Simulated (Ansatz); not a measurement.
## One step, several reactants

Ligand exchange through a proton shuttle: in every member these bonds form or tighten: H–O, H–Si, N–Si; these break or loosen: H–N, H–O, Si–Si. Only the spectator groups change.

Gas-phase electronic energies, without zero-point energy, by CCSD(T) at an estimated basis limit (MP2 extrapolated from triple and quadruple zeta, plus CCSD(T) − MP2 in triple zeta); Ansatz 0.2.0, def2-TZVPP and QZVPP, frozen cores, on PBE0-D4/def2-TZVP structures. Extrapolation: Hartree–Fock as exp(−7.88 √X), correlation as X^−2.97. All energies, in kJ/mol, count from the separated reactants, without counterpoise correction; the start and end structures are the complexes reached by relaxing down from the saddle, and deeper ones may exist. Brackets give SMILES, or, where every atom is bracketed, only which atoms are joined. Steps whose reference was doubtful or whose search ended elsewhere are left out.

| reactants | products | start structure | saddle | end structure | saddle by PBE-D4/TZ |
| --- | --- | --- | --- | --- | --- |
| Si₂H₃F₃ ([F][Si]([F])([F])[SiH3]) + H₂O + NH₃ | SiNH₂F₃ ([NH2][Si]([F])([F])[F]) + SiH₄ + H₂O | -54.3 | 147.3 | -108.2 | 82.8 |
| Si₂H₄Cl₂ ([SiH3][SiH]([Cl])[Cl]) + H₂O + NH₃ | SiNH₃Cl₂ ([NH2][SiH]([Cl])[Cl]) + SiH₄ + H₂O | -49.4 | 142.2 | -96.3 | 77.7 |
| Si₂H₃ClF₂ ([F][Si]([F])([SiH3])[Cl]) + H₂O + NH₃ | SiNH₂ClF₂ ([NH2][Si]([F])([F])[Cl]) + SiH₄ + H₂O | -52.6 | 178.4 | -105.2 | 110.6 |
| Si₂H₄F₂ ([F][SiH]([F])[SiH3]) + H₂O + NH₃ | SiNH₃F₂ ([NH2][SiH]([F])[F]) + SiH₄ + H₂O | -56.3 | ? | -116.5 | 56.9 |
| Si₂H₄OF₂ ([OH][Si]([F])([F])[SiH3]) + H₂O + NH₃ | SiNH₃OF₂ ([NH2][Si]([OH])([F])[F]) + SiH₄ + H₂O | -61.4 | 168.4 | -107.9 | 99.6 |

(1) Fit a straight line of the saddle against the PBE-D4 saddle to the 4 complete rows, and use it to predict the missing value.

(2) How do the PBE-D4 saddles lie against the coupled-cluster estimate?

T1 diagnostic: at most 0.013.

For scale, one of the runs: CCSD(T)/def2-TZVPP, 365 basis functions, launched by `ansatz run in.yaml --threads 5 --pin off --events-out ev --progress --plain --max-ram 66560MiB --backend cuda --devices 0, --max-vram 37GiB`. Hardware: 5 CPU threads of an AMD EPYC 7R13 and a share of one NVIDIA H100, shared host. Wall time 45 s; peak host memory 0.86 GiB.

## Answers

(1) Means: x̄ = 92.7, ȳ = 159.1. Σ(x − x̄)(y − ȳ) = 780 and Σ(x − x̄)² = 691, so the slope is 1.129 (correlation 1.00). For x = 56.9: y = 159.1 + 1.129 × (56.9 − (92.7)) = 118.7 kJ/mol. The calculation gives 119.1 kJ/mol, so the line misses by 0.4 kJ/mol (this x lies outside the fitted range).

Above its own start structure that saddle lies 175.3 kJ/mol.

(2) All lower, by 62.1 to 68.8 kJ/mol.
